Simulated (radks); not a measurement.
Results of a calculation; reference values are marked as such.
Fractional charge and spin in the 6s shell of erbium: the spin-up occupation runs from 0 to 1 and the spin-down occupation from 0 to 1; the fullest corner is Er, [Xe] 4f(up 6, down 6) 6s(up 1, down 1). Level of theory: scalar-relativistic Kohn-Sham, LDA (Slater exchange, Perdew-Wang correlation), spin-polarised, spherical densities, point nucleus (a radial shooting solver on a logarithmic mesh with Libxc functionals). Energy (eV) minus the two flat planes that join the four corners (they meet along the diagonal where the two added fractions sum to one electron); zero is where a piecewise linear energy would lie.

down \ up       0     0.5       1
0           0.000  -0.672   0.000
0.5        -0.672   0.191  -0.612
1           0.000  -0.612   0.000

Corners above the fullest one (they belong to Er+ and the next ion): (up 1, down 0) 6.408 eV, (up 0, down 1) 6.408 eV, (up 0, down 0) 18.760 eV. With half an added electron in each spin the energy lies 0.191 eV from the planes, and with half an added electron in spin up alone -0.672 eV. The planes are only a guide here: the flat-plane condition holds for ground states with one frontier orbital, while this shell lies below other occupied shells, so the corners above the fullest one are inner-hole states and not the ground states of those ions.
